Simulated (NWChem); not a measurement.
System: C5H2F2; SMILES FC(C#C)(C#C)F

Here is an NWChem input.

```
start job
memory heap 200 mb stack 900 mb global 1100 mb
geometry units angstroms noautosym nocenter noautoz
  C      2.211399     0.000000    -1.158658
  C      1.217815     0.000000    -0.471768
  C      0.000000     0.000000     0.353813
  F      0.000000    -1.086886     1.161437
  F      0.000000     1.086886     1.161437
  C     -1.217815     0.000000    -0.471768
  C     -2.211399     0.000000    -1.158658
  H      3.097626     0.000000    -1.767905
  H     -3.097626     0.000000    -1.767905
end
basis spherical
  * library def2-svp
end
dft
  xc b3lyp
  iterations 150
  mulliken
end
task dft energy
esp
  recalculate
  probe 0.07
  range 0.3
  factor 1.0
  spacing 0.02
end
task esp
```

The geometry was optimised at PBE0/def2-SVP.

Atomic charges in e: unrestrained fits to the electrostatic potential beside Mulliken populations; buried atoms are poorly determined by the fit.

Atoms are numbered as in the input.

Give the results of this calculation. (B3LYP/def2-SVP.) Quantities: ESP C1; Mulliken C1; ESP C2; Mulliken C2; ESP C3; Mulliken C3; ESP F4; Mulliken F4; ESP F5; Mulliken F5; relative RMS misfit of the potential (%).


```yaml
ESP C1: -0.22
Mulliken C1: -0.39
ESP C2: -0.25
Mulliken C2: 0.29
ESP C3: 1.08
Mulliken C3: 0.49
ESP F4: -0.33
Mulliken F4: -0.18
ESP F5: -0.33
Mulliken F5: -0.18
relative RMS misfit of the potential (%): 26
```
